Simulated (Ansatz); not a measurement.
Level of theory: frozen-core CCSD(T)/cc-pVTZ // PBE0-D3(BJ)/def2-TZVP run with Ansatz (a program for electronic structure). The geometry is that of the parent before the electron was removed.

Ansatz 0.2 input:
```yaml
crystal:
  periodic: [false, false, false]
  atoms:
    - { symbol: N, position_ang: [-0.953124, -0.00105, -0.00038] }
    - { symbol: Ga, position_ang: [0.860217, 0.000949, 0.000351] }
    - { symbol: H, position_ang: [-1.516942, 0.830052, -0.052539] }
    - { symbol: H, position_ang: [-1.515171, -0.833381, 0.051302] }
    - { symbol: H, position_ang: [1.563989, -1.390026, 0.087189] }
    - { symbol: H, position_ang: [1.561031, 1.393453, -0.085924] }
basis:
  gaussian: { orbitals: cc-pVTZ }
correlation:
  method: ccsd_t
total_charge: 1
magnetization:
  spin_polarized: true
  initial_magnetization: 1
```

Output:

```
Functional definition: HF
762 factors; integrals over basis functions are off by at most 1.1e-3 eV
mean field evaluation 1: about -53861.0189 eV, gradient 4.7e1 eV
mean field evaluation 2: about -53861.0222 eV, gradient 4.7e1 eV
mean field evaluation 4: about -53871.8826 eV, gradient 1.2e1 eV
mean field evaluation 8: about -53872.8889 eV, gradient 1.7e-1 eV
mean field evaluation 16: about -53871.8808 eV, gradient 1.2e1 eV
mean field evaluation 32: about -53865.0522 eV, gradient 3.4e0 eV
mean field evaluation 64: about -53872.8890 eV, gradient 6.5e-3 eV
mean field evaluation 96: about -53866.3060 eV, gradient 3.9e0 eV
mean field evaluation 128: about -53869.4682 eV, gradient 2.6e-3 eV
mean field evaluation 160: about -53867.0396 eV, gradient 4.7e0 eV
mean field evaluation 192: about -53865.4048 eV, gradient 2.4e-3 eV
mean field -53872.88901630 eV, -1979.7921549932 hartree, gradient 2.4e-6 eV, S^2 0.759053; 3 other end points of the search recorded, 0 dependent functions left out
determinant -53872.88901630 eV, -1979.7921549932 hartree, with singles and doubles -53882.76715087 eV, -1980.1551697431 hartree
determinant -53870.58821047 eV, -1979.7076019386 hartree, with singles and doubles -53881.15671702 eV, -1980.0959873907 hartree
determinant -53869.46822107 eV, -1979.6664430873 hartree, with singles and doubles -53880.03702175 eV, -1980.0548393484 hartree
10 core orbitals not correlated
reference -53872.88901630 eV, -1979.7921549932 hartree; 11, 10 occupied and 108, 109 virtual orbitals, 762 factors
second order -8.97936040 eV of doubles, -0.00000000 eV of singles
cycle   1  -9.74139790 eV  change   -7.1e-1 eV  update   2.1e-2
cycle   2  -9.76391598 eV  change   -2.3e-2 eV  update   5.1e-3
cycle   3  -9.76441593 eV  change   -5.0e-4 eV  update   2.0e-3
cycle   4  -9.76652309 eV  change   -2.1e-3 eV  update   5.6e-4
cycle   5  -9.76649082 eV  change    3.2e-5 eV  update   1.9e-4
cycle   6  -9.76662170 eV  change   -1.3e-4 eV  update   6.0e-5
cycle   7  -9.76664253 eV  change   -2.1e-5 eV  update   2.4e-5
cycle   8  -9.76665070 eV  change   -8.2e-6 eV  update   9.8e-6
perturbative correction -0.34634531 eV, -0.0127279552 hartree
Total energy: -53883.00201230 eV, -1980.1638007415 hartree
```

Cost: very roughly 60 core-seconds.
